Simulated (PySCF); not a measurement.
PySCF job for (1Z)-1-chloro-2-fluorobuta-1,3-diene (C4H4ClF), SMILES C=C/C(F)=C/Cl, PBE/pcSseg-1. Geometry: B3LYP-D3(BJ)/def2-SVP. The values are those of a single conformer.

```python
import numpy as np
from pyscf import gto, scf, dft
from pyscf.prop.nmr import rks as nmr

mol = gto.M(
    atom='''
    C    -0.01470149   -2.91527673    0.00000000
    C     0.67701226   -1.76593278    0.00000000
    C     0.05852238   -0.45031807    0.00000000
    F    -1.27935837   -0.43837297    0.00000000
    C     0.74368959    0.70754436    0.00000000
    Cl   -0.01568908    2.25557513    0.00000000
    H    -1.10693396   -2.91649026    0.00000000
    H     0.49645393   -3.88000272    0.00000000
    H     1.77087772   -1.77096933    0.00000000
    H     1.83340560    0.71194119    0.00000000
    ''',
    basis='pcSseg-1',
    charge=0,
    spin=0,
    max_memory=1600,
    verbose=3,
)
mf = dft.RKS(mol, xc='pbe')
mf.grids.level = 3
mf.conv_tol = 1e-10
mf.max_cycle = 100
mf.kernel()
n = nmr.NMR(mf)
n.verbose = 2
n.max_cycle_cphf = 60
sigma = n.kernel()
print('atom   isotropic/ppm   span/ppm')
for i, s in enumerate(sigma):
    w = np.linalg.eigvalsh((s + s.T) / 2)
    print(f'{mol.atom_symbol(i):2s}{i + 1:3d} {w.mean():14.3f} {w[2] - w[0]:11.3f}')
```

Log of the run:

```
converged SCF energy = -714.306858820707
atom   isotropic/ppm   span/ppm
C   1         60.164     213.603
C   2         47.598     202.047
C   3         13.078     146.864
F   4        275.983     252.131
C   5         65.501     115.393
Cl  6        741.445     331.541
H   7         25.395       7.197
H   8         25.811       4.923
H   9         25.235       5.111
H  10         25.761       9.207
```

The run converged.
